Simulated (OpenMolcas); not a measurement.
Ag3+: effect of the active space

```yaml
Program: OpenMolcas 26.06
Method: SS-CASPT2, IPEA 0.25 Eh, imaginary shift 0.1 Eh
Basis: ANO-R2
Scalar_Hamiltonian: X2C, finite nucleus
Spin-orbit_coupling: state interaction with AMFI integrals over the reference wave functions, term energies averaged over their components
```

A. 8 electrons in 5 orbitals (4d); 2S+1 = 3 even, 10 roots; 2S+1 = 1 even, 15 roots; closed shells correlated: 4s 4p; CASPT2 step roughly 4 core-seconds
B. 8 electrons in 10 orbitals (4d 5d); 2S+1 = 3 even, 10 roots; 2S+1 = 1 even, 15 roots; closed shells correlated: 4s 4p; CASPT2 step of the order of 13 core-minutes

Energies in cm-1 above 4d8 3F4, the measured ground level; measured values from the list in Gamrath, thesis, University of Mons (2023).

| Level | A | B | Measured |
| --- | --- | --- | --- |
| 4d8 3F4 | 0.0 | 0.0 | 0.0 |
| 4d8 3F3 | 3990 | 4000 | 4172 |
| 4d8 3F2 | 5590 | 5610 | 5830 |
| 4d8 3P2 [52 %] | 11820 | 11850 |  |
| 4d8 3P1 | 16030 | 16020 | 15900 |
| 4d8 3P0 | 16280 | 16220 | 16092 |
| 4d8 1G4 | 20570 | 20950 | 20570 |
| 4d8 1S0 | 47700 | 47960 | 47139 |

Deviations, from unrounded energies. A percentage is the sum of absolute deviations over the sum of measured energies, with the sign that they share, or ± where signs differ.

```csv
Against measurement,Levels,A,B
mean absolute deviation (cm-1),6,220,310
fine structure of the ground term (%),2,-4.2,-4.0
other terms of the ground configuration (%),4,+0.9,+1.5
```

A lies closest to measurement on these levels. The largest miss of A in the table is 4d8 1S0, by +560 cm-1. The ranking rests on the paired levels alone, and a cruder setting can come out closer through cancelling errors.

The two smallest mean deviations differ by little beside CASPT2's spread within terms, so their order carries little weight.

Between A and B the level of the table that moves most is 4d8 1G4, by 380 cm-1 (lowest in A, highest in B). Moves below CASPT2's spread within the term are not significant.

CASPT2 breaks the degeneracy within a term, and the mean is taken; among the terms shown or strongly mixed into the levels shown the widest spread is 750 cm-1 (4d8 1G, B). Active for correlation alone: 5d; no level in the range computed is led by a configuration that fills it, so any true level of that kind is missing (holds for B). Measured partners are found by configuration, term and J. A level has none where our copy of the source lacks it or the pairing is in doubt (some pairs that miss far off the trend of their configuration count as doubtful), and it then counts in no deviation. Only configurations of the active space appear. Levels that lie high or do not pair safely by name in every column are left out.

A share in square brackets marks a mixed level and gives the weight of the term that names it, the lowest over the columns.
